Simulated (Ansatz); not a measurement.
Scan of H2Ge, singlet: symmetric bend, bond length relaxed. Scanned: H-Ge-H angle. Other coordinates (Ge-H bond length) were minimised at B3LYP/def2-TZVP.

- RKS-PBE/aug-cc-pVDZ = restricted PBE/aug-cc-pVDZ in Ansatz (an electronic-structure program)
- RKS-B3LYP/aug-cc-pVDZ = restricted B3LYP/aug-cc-pVDZ in Ansatz
- FCI/aug-cc-pVDZ = full CI/aug-cc-pVDZ, cores with 3d frozen run with Ansatz

Energies relative to the lowest point of each profile, in kcal/mol; the last columns give the error against full CI:

```
a / °   RKS-PBE/aug-cc-pVDZ  RKS-B3LYP/aug-cc-pVDZ  FCI/aug-cc-pVDZ  RKS-PBE/aug-cc-pVDZ − FCI/aug-cc-pVDZ  RKS-B3LYP/aug-cc-pVDZ − FCI/aug-cc-pVDZ
------  -------------------  ---------------------  ---------------  -------------------------------------  ---------------------------------------
159.91                 55.2                   57.0             53.7                                    1.5                                      3.4
151.55                 44.1                   45.5             43.2                                    0.8                                      2.2
139.77                 29.7                   30.5             29.2                                    0.5                                      1.3
128.83                 18.6                   19.0             18.1                                    0.5                                      0.8
119.47                 10.9                   11.0             10.5                                    0.5                                      0.5
109.29                  4.8                    4.7              4.4                                    0.4                                      0.3
99.07                   1.1                    1.0              0.8                                    0.3                                      0.1
90.32                   0.0                    0.0              0.0                                    0.0                                      0.0
78.77                   1.7                    2.1              2.4                                   -0.6                                     -0.2
71.93                   4.5                    5.3              5.7                                   -1.2                                     -0.4
60                     12.4                   14.1             14.7                                   -2.3                                     -0.7
```

RKS-PBE/aug-cc-pVDZ is furthest from FCI/aug-cc-pVDZ at 60 (-2.3 kcal/mol, below); its mean absolute error over the points is 0.8 kcal/mol.

RKS-B3LYP/aug-cc-pVDZ is furthest from FCI/aug-cc-pVDZ at 159.91 (3.4 kcal/mol, above); its mean absolute error over the points is 0.9 kcal/mol.

The scan ran from 180.0 to 60.0; beyond the range shown the relaxed coordinates jump or full CI changes its symmetry label.
